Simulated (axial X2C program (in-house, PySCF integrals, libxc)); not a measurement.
# Potential curves of SnH, spin-free

Calculated with an in-house all-electron X2C program for linear molecules (integrals from PySCF). Spin-free means the one-electron spin-free X2C Hamiltonian. Basis: Sn dyall-cv3z [11s12p9d4f1g], H dyall-v3z [6s2p1d] (cores contracted in-house); Gaussian nuclei, density fitting, unrestricted open shells. Masses: Sn 119.902 u, H 1.008 u.

State: M_S = 1/2, Λ = 1 (beyond evenly filled blocks: π+α). Energies in kJ/mol from the fragments at the same level (Sn + H). Fits are polynomials in 1 − R0/R over 0.85 to 1.23 times the lowest point R0.

| R (Å) | HF | CCSD | BP86 | MP2 |
| --- | --- | --- | --- | --- |
| 1.5495 | -124.35 |  | -227.57 | -200.25 |
| 1.6207 | -146.20 | -241.88 | -250.09 | -219.82 |
| 1.6741 | -155.67 | -250.81 | -260.48 | -227.95 |
| 1.7276 | -160.44 | -255.29 | -266.46 | -231.65 |
| 1.7810 | -161.37 | -256.18 | -268.84 | -231.76 |
| 1.8433 | -158.57 | -253.62 | -267.97 | -228.28 |
| 1.9057 | -152.48 | -248.03 | -264.02 | -221.76 |
| 1.9858 | -141.02 | -237.55 | -255.55 | -210.08 |
| 2.0838 | -123.11 |  | -241.50 | -192.27 |
| 2.2262 | -92.94 |  | -216.78 | -161.49 |

Correlated methods: 15 electrons correlated (number of frozen shells: Sn 4 s, 3 p, 1 d; H none), 191 virtual spin orbitals or spinors in MP2.

One determinant describes the state; a PBE0 search over occupations chose it and may have missed a lower one. De is counted from the lowest determinant-based energies of the atoms at the same level, without counterpoise correction. CCSD ran in a truncated set of natural virtual spinors with an MP2 remainder; without triples it tends to underbind. The functionals have no current-density term, which raises determinants with orbital currents, atoms included. Spin-free De lacks the spin–orbit lowering of the heavy p-block atom, a tenth of an eV or more for 4p and 5p, up to an eV for 6p and one to two eV for 7p atoms, less what an open-shell molecule gains itself. Coupled cluster ran on the points near the minimum only. MP2 and coupled cluster on one determinant become unreliable at the stretched end.

**Question.** What are Re, ωe and De at the HF level?

**Answer.** At HF, spin-free: Re = 1.769 Å, ωe ≈ 1790 cm⁻¹, De = 1.67 eV to Sn + H; Be follows as 5.39 cm⁻¹.

**Question.** Fit the CCSD curve near its minimum: give the equilibrium distance, the harmonic wavenumber and the well depth.

**Answer.** At CCSD, spin-free: Re = 1.769 Å, ωe ≈ 1730 cm⁻¹, De = 2.66 eV to Sn + H; Be follows as 5.39 cm⁻¹.

**Question.** What are Re, ωe and De at the BP86 level?

**Answer.** At BP86, spin-free: Re = 1.797 Å, ωe ≈ 1640 cm⁻¹, De = 2.79 eV to Sn + H; Be follows as 5.23 cm⁻¹.

**Question.** What are Re, ωe and De at the MP2 level?

**Answer.** At MP2, spin-free: Re = 1.756 Å, ωe ≈ 1780 cm⁻¹, De = 2.41 eV to Sn + H; Be follows as 5.47 cm⁻¹.
